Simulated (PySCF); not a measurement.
BeClI. Atoms are numbered in the order given.

```xyz
3

Be     0.0000     0.0000    -1.1377
Cl     0.0000     0.0000    -2.9403
I      0.0000     0.0000     1.0290
```

Geometry optimised at B3LYP-D3(BJ)/def2-TZVP. The def2 effective core potentials stand for the cores of I; spin–orbit coupling is left out.

Vertical ionisation energy (IE) and electron affinity (EA) in eV. Rows of orbital energies are one-electron estimates. Where ΔSCF, EOM or ADC give a negative EA the extra electron is unbound and the value depends on the basis.

| level | IE | EA |
|---|---|---|
| −ε(HOMO), −ε(LUMO), B3LYP/def2-TZVPD (PySCF) | 7.96 | 0.96 |
| −ε(HOMO), −ε(LUMO), r2SCAN/def2-TZVPD (PySCF) | 7.39 | 1.05 |
